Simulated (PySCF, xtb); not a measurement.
CH3BeF, SMILES [CH3][Be][F].

Harmonic wavenumbers (cm⁻¹) from GFN2-xTB (xtb) at its own minimum, in rising order: 178, 178, 536, 586, 586, 1288, 1392, 1507, 1507, 2996, 2997, 3027.

### Question
What does r2SCAN-D4/def2-TZVP run with PySCF give at its own minimum? (The exact figures need the calculation; the answer reports its results.)

### Answer
253, 253, 607, 698, 698, 1221, 1386, 1446, 1446, 3025, 3101, 3101. Paired by order, the mean absolute difference is 71 cm⁻¹ and the zero-point energies are 24.0 and 24.6 kcal/mol.
